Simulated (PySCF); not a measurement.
C$_{2}$H$_{9}$AlOSi (SMILES [CH3][Al]([CH3])[O][SiH3]), singlet, at a GFN2-xTB geometry (such geometries of metal compounds can be far from the true shape). Base run: MP2/6-31G* (PySCF).

Here is a job for PySCF.
```python
from pyscf import gto, scf, mp

mol = gto.M(
    atom='''
Al    0.164182    0.803069    0.529355
C     1.719929    1.911976   -0.042751
H     2.653789    1.343703    0.007146
H     1.852685    2.808578    0.565673
H     1.616324    2.235768   -1.082929
C    -1.100345    1.113640    2.039929
H    -1.092930    0.274954    2.742768
H    -2.131097    1.202428    1.683529
H    -0.874444    2.017105    2.609319
O    -0.122035   -0.585963   -0.386096
Si   -0.393204   -1.924513   -1.270148
H    -1.599104   -2.564109   -0.740573
H     0.781901   -2.785423   -1.120705
H    -0.577864   -1.495704   -2.658076
''',
    basis='6-31g*',
    charge=0,
    spin=0,
    verbose=4,
)

mf = scf.RHF(mol)
mf.kernel()

pt = mp.MP2(mf, frozen=13)
pt.kernel()
print('E(MP2) = %.10f' % pt.e_tot)
mf.analyze()
```

Variants of this job, named by their change:

```tsv
change	basis functions	E (Eh)	MP2 correlation (Eh)	SCF-reference HOMO (eV)	SCF-reference HOMO-LUMO gap (eV)	SCF-reference dipole (D)
base	96	-687.32794	-0.56600	-10.47	13.06	0.47
basis = STO-3G	42	-678.81506	-0.20659	-7.25	16.90	0.05
basis = pcseg-0	71	-686.06562	-0.39003	-10.59	13.58	0.09
basis = 3-21G	71	-683.48766	-0.38419	-10.30	13.12	0.20
basis = 6-31G	71	-687.03198	-0.38991	-10.36	12.96	0.14
basis = def2-SV(P)	96	-687.06117	-0.56656	-10.63	13.36	0.51
basis = 6-31+G*	116	-687.34588	-0.57501	-10.57	11.76	0.54
basis = 6-31G**	123	-687.40266	-0.62488	-10.46	13.06	0.48
basis = pcseg-1	123	-687.34528	-0.62870	-10.63	12.87	0.44
basis = cc-pVDZ	123	-687.43638	-0.63994	-10.50	13.09	0.68
basis = pc-1	123	-687.37739	-0.63189	-10.62	13.07	0.50
basis = def2-SVP	123	-687.15543	-0.63557	-10.60	13.35	0.53
basis = cc-pV(D+d)Z	133	-687.45890	-0.64028	-10.54	13.13	0.68
```

Totals compare only among sets that treat the same electrons; sets with core potentials leave the core out.
